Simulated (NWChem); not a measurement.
Species: VOF₃; SMILES [O]=[V]([F])([F])[F]

```xyz
5

V      0.0000     0.0000     0.0409
O      0.0000     0.0000     1.6051
F      0.1509    -1.6238    -0.5004
F      1.3308     0.9426    -0.5004
F     -1.4817     0.6812    -0.5004
```
Atoms are numbered in this order, from 1.

Level: PBE-D3(BJ)/def2-SVP (NWChem), optimised geometry, unscaled harmonic frequencies. 

```tsv
frequency (cm⁻¹)	IR intensity (km/mol)
205	5.6
205	5.6
259	8.7
312	5.1
312	5.1
723	30.7
814	149.0
814	149.0
1116	127.4
```

The zero-point energy is 6.8 kcal/mol and the thermal correction to the enthalpy at 298.15 K (with zero-point energy) is 10.8 kcal/mol. The heat capacity Cv is 17.0 cal/(mol K). The entropy at 298.15 K and 1 atm (symmetry number 3) is 73.7 cal/(mol K) and the dipole moment comes out as 0.52 D.

Rigid rotor and harmonic oscillator.
